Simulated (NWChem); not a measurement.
The numbers come from NWChem runs, not from measurements. System: boron oxyfluoride (BFO), charge 0, spin multiplicity 1, at a geometry optimised with PBE0/def2-SVP. Level: PBE0/def2-SVP.

The NWChem input:

```
start mol
memory heap 200 mb stack 900 mb global 1100 mb
geometry units angstroms nocenter noautoz noautosym
  F      0.000000     0.000000    -1.196212
  B      0.000000     0.000000     0.086519
  O      0.000000     0.000000     1.291664
end
basis spherical
  * library def2-svp
end
dft
  xc pbe0
  semidirect memsize 60000000 filesize 0
  iterations 100
end
task dft energy
```

Part of the output:

```
             Northwest Computational Chemistry Package (NWChem) 7.3.0
             --------------------------------------------------------

                                NWChem Input Module
                                -------------------

 Scaling coordinates for geometry "geometry" by  1.889725989
 (inverse scale =  0.529177249)

                             Geometry "geometry" -> ""
                             -------------------------

 Output coordinates in angstroms (scale by  1.889725989 to convert to a.u.)

  No.       Tag          Charge          X              Y              Z
 ---- ---------------- ---------- -------------- -------------- --------------
    1 F                    9.0000     0.00000000     0.00000000    -1.19621200
    2 B                    5.0000     0.00000000     0.00000000     0.08651900
    3 O                    8.0000     0.00000000     0.00000000     1.29166400

 Effective nuclear repulsion energy (a.u.)      51.4427896179

            Nuclear Dipole moment (a.u.)
            ----------------------------
        X                 Y               Z
 ---------------- ---------------- ----------------
     0.0000000000     0.0000000000    -0.0000018897


 Summary of "ao basis" -> "" (spherical)
 ------------------------------------------------------------------------------
       Tag                 Description            Shells   Functions and Types
 ---------------- ------------------------------  ------  ---------------------
 *                          def2-svp                  on all atoms

                                 NWChem DFT Module
                                 -----------------

 Summary of "ao basis" -> "ao basis" (spherical)
 ------------------------------------------------------------------------------
       Tag                 Description            Shells   Functions and Types
 ---------------- ------------------------------  ------  ---------------------
 F                          def2-svp                 6       14   3s2p1d
 B                          def2-svp                 6       14   3s2p1d
 O                          def2-svp                 6       14   3s2p1d

 Summary of "ao basis" -> "ao basis" (spherical)
 ------------------------------------------------------------------------------
       Tag                 Description            Shells   Functions and Types
 ---------------- ------------------------------  ------  ---------------------
 F                          def2-svp                 6       14   3s2p1d
 B                          def2-svp                 6       14   3s2p1d
 O                          def2-svp                 6       14   3s2p1d

            General Information
            -------------------
          SCF calculation type: DFT
          Wavefunction type:  closed shell.
          No. of atoms     :     3
          No. of electrons :    22
           Alpha electrons :    11
            Beta electrons :    11
          Charge           :     0
          Spin multiplicity:     1
          Use of symmetry is: off; symmetry adaption is: off
          Maximum number of iterations: 100
          AO basis - number of functions:    42
                     number of shells:    18
          Convergence on energy requested:  1.00D-06
          Convergence on density requested:  1.00D-05
          Convergence on gradient requested:  5.00D-04

              XC Information
              --------------
                         PBE0 Method XC Functional
[...]
------------------------------------------------------------

   convergence    iter        energy       DeltaE   RMS-Dens  Diis-err    time
 ---------------- ----- ----------------- --------- --------- ---------  ------
 d= 0,ls=0.0,diis     1   -199.5096270035 -2.51D+02  3.74D-02  9.98D-01     0.3
 d= 0,ls=0.0,diis     2   -199.1392927129  3.70D-01  2.50D-02  4.89D+00     0.4
 d= 0,ls=0.0,diis     3   -199.6329032859 -4.94D-01  3.72D-03  5.94D-02     0.5
 d= 0,ls=0.0,diis     4   -199.6371007873 -4.20D-03  1.11D-03  1.48D-02     0.5
 d= 0,ls=0.0,diis     5   -199.6382679932 -1.17D-03  2.17D-04  3.63D-04     0.6
  Resetting Diis
 d= 0,ls=0.0,diis     6   -199.6382978613 -2.99D-05  6.99D-05  1.16D-05     0.6
 d= 0,ls=0.0,diis     7   -199.6382992542 -1.39D-06  7.42D-06  5.79D-08     0.7
 d= 0,ls=0.0,diis     8   -199.6382992474  6.81D-09  4.24D-06  1.52D-07     0.8

         Total DFT energy =     -199.638299247353
      One electron energy =     -377.427109407234
           Coulomb energy =      149.268538502309
    Exchange-Corr. energy =      -22.922517960349
 Nuclear repulsion energy =       51.442789617922

 Numeric. integr. density =       21.999999043162

     Total iterative time =      0.6s

                       DFT Final Molecular Orbital Analysis
                       ------------------------------------

 Vector    9  Occ=2.000000D+00  E=-4.404647D-01
              MO Center= -3.7D-10,  4.2D-11,  1.4D+00, r^2= 6.4D-01
   Bfn.  Coefficient  Atom+Function         Bfn.  Coefficient  Atom+Function
  ----- ------------  ---------------      ----- ------------  ---------------
    34      0.557281  3 O  pz                31      0.375278  3 O  s
    16     -0.321615  2 B  s                 20      0.291880  2 B  pz
    37      0.253829  3 O  pz                30      0.234223  3 O  s
    15     -0.138797  2 B  s                 29      0.112963  3 O  s
    23      0.050619  2 B  pz                 6     -0.046474  1 F  pz

 Vector   10  Occ=2.000000D+00  E=-3.719515D-01
              MO Center= -1.1D-09,  1.2D-09,  9.5D-01, r^2= 1.1D+00
   Bfn.  Coefficient  Atom+Function         Bfn.  Coefficient  Atom+Function
  ----- ------------  ---------------      ----- ------------  ---------------
    33     -0.402183  3 O  py                32      0.385175  3 O  px
    36     -0.263915  3 O  py                35      0.252754  3 O  px
    19      0.194744  2 B  py                18     -0.186508  2 B  px
     5     -0.134942  1 F  py                 4      0.129235  1 F  px
     8      0.102802  1 F  py                 7     -0.098454  1 F  px

 Vector   11  Occ=2.000000D+00  E=-3.719515D-01
              MO Center= -1.3D-10, -4.5D-12,  9.5D-01, r^2= 1.1D+00
   Bfn.  Coefficient  Atom+Function         Bfn.  Coefficient  Atom+Function
  ----- ------------  ---------------      ----- ------------  ---------------
    32      0.402183  3 O  px                33      0.385175  3 O  py
    35      0.263915  3 O  px                36      0.252754  3 O  py
    18     -0.194744  2 B  px                19     -0.186508  2 B  py
     4      0.134942  1 F  px                 5      0.129235  1 F  py
     7     -0.102802  1 F  px                 8     -0.098454  1 F  py

 Vector   12  Occ=0.000000D+00  E= 5.732730D-03
              MO Center= -9.0D-09,  1.7D-08, -9.7D-02, r^2= 3.0D+00
   Bfn.  Coefficient  Atom+Function         Bfn.  Coefficient  Atom+Function
  ----- ------------  ---------------      ----- ------------  ---------------
    17      1.309592  2 B  s                  3     -0.433252  1 F  s
    31     -0.347052  3 O  s                  6      0.191361  1 F  pz
    34      0.178136  3 O  pz                 2     -0.170040  1 F  s
     9     -0.159512  1 F  pz                30     -0.136511  3 O  s
    37      0.120797  3 O  pz                20      0.119634  2 B  pz

 Vector   13  Occ=0.000000D+00  E= 6.069044D-02
              MO Center=  1.1D-08, -1.1D-08,  1.8D-01, r^2= 2.3D+00
   Bfn.  Coefficient  Atom+Function         Bfn.  Coefficient  Atom+Function
  ----- ------------  ---------------      ----- ------------  ---------------
    22     -0.504800  2 B  py                21      0.481718  2 B  px
    19      0.390304  2 B  py                18     -0.372457  2 B  px
    36      0.298024  3 O  py                35     -0.284396  3 O  px
    33      0.260224  3 O  py                32     -0.248325  3 O  px
     5     -0.182660  1 F  py                 4      0.174308  1 F  px

 Vector   14  Occ=0.000000D+00  E= 6.069044D-02
              MO Center= -3.0D-09, -2.8D-09,  1.8D-01, r^2= 2.3D+00
   Bfn.  Coefficient  Atom+Function         Bfn.  Coefficient  Atom+Function
  ----- ------------  ---------------      ----- ------------  ---------------
    21      0.504800  2 B  px                22      0.481718  2 B  py
    18     -0.390304  2 B  px                19     -0.372457  2 B  py
    35     -0.298024  3 O  px                36     -0.284396  3 O  py
    32     -0.260224  3 O  px                33     -0.248325  3 O  py
     4      0.182660  1 F  px                 5      0.174308  1 F  py

 center of mass
 --------------
 x =   0.00000000 y =   0.00000000 z =  -0.04574315

 moments of inertia (a.u.)
 ------------------
         192.575171696631           0.000000000000           0.000000000000
           0.000000000000         192.575171696631           0.000000000000
           0.000000000000           0.000000000000           0.000000000000

     Multipole analysis of the density
     ---------------------------------

     L   x y z        total         alpha         beta         nuclear
     -   - - -        -----         -----         ----         -------
     0   0 0 0     -0.000000    -11.000000    -11.000000     22.000000

     1   1 0 0     -0.000000     -0.000000     -0.000000      0.000000
     1   0 1 0      0.000000      0.000000      0.000000      0.000000
     1   0 0 1     -0.776249     -0.388124     -0.388124     -0.000002

     2   2 0 0    -10.423950     -5.211975     -5.211975      0.000000
     2   1 1 0     -0.000000     -0.000000     -0.000000      0.000000
     2   1 0 1      0.000000      0.000000      0.000000      0.000000
     2   0 2 0    -10.423950     -5.211975     -5.211975      0.000000
     2   0 1 1     -0.000000     -0.000000     -0.000000      0.000000
     2   0 0 2    -14.317913    -54.052214    -54.052214     93.786516

 Task  times  cpu:        0.7s     wall:        0.7s

 Total times  cpu:        0.8s     wall:        0.8s
```
